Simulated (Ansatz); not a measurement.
CH5BBrN can be A, `NCBBr`, or B, `NBCBr`.

Program: Ansatz. Geometries: PBE0-D4/def2-TZVP. ΔE: electronic, gas phase. CCSD(T)/CBS is the MP2 limit (def2-TZVPP, def2-QZVPP) plus CCSD(T) − MP2 in def2-TZVPP, frozen cores. Functionals use def2-TZVPP. B3LYP here is the variant with VWN-RPA as its local correlation; programs differ in this. For Br outer-core shells are correlated without core-valence functions, which leaves a few kJ/mol of doubt a bond. Scalar relativity is left out up to krypton. One conformer a species, not always the lowest.

A:

```xyz
9

N    -0.050   -1.342   -0.153
C    -0.557   -0.002    0.015
B     0.432    1.110    0.435
Br    2.322    0.842    0.405
H     0.864   -1.342   -0.586
H    -0.668   -1.915   -0.711
H    -1.023    0.441   -0.893
H    -1.376    0.009    0.750
H     0.056    2.199    0.739
```

B:

```xyz
9

N    -0.9669   -1.0564    0.1031
B    -0.6083    0.2756    0.1300
C     0.8684    0.7622   -0.1058
Br    2.1571   -0.6661   -0.4406
H    -0.2887   -1.7837   -0.0694
H    -1.9056   -1.3824    0.2509
H    -1.4443    1.1107    0.3403
H     1.2513    1.3096    0.7571
H     0.9370    1.4305   -0.9657
```

Q: Which isomer does CCSD(T)/CBS put lower? Give the gap. (Estimate.)

A: Computed: B, by 87.9 kJ/mol.

Q: Give E(B) − E(A) in kJ/mol with r2SCAN-D4, B3LYP, PBE0-D4, PBE-D4, HF/def2-TZVPP, MP2/def2-TZVPP, ωB97M-V. (Best estimate.)

A: Ansatz gave: r2SCAN-D4 -88.6, B3LYP -92.8, PBE0-D4 -86.4, PBE-D4 -88.0, HF/def2-TZVPP -84.8, MP2/def2-TZVPP -89.1, ωB97M-V -90.2. None reverses the order clearly.

Largest T1 diagnostic: 0.010.

In def2-TZVPP, CCSD(T) changes the Hartree–Fock value by −4.3 kJ/mol (the triples alone add −1.1 kJ/mol) and MP2 by −4.3 kJ/mol.
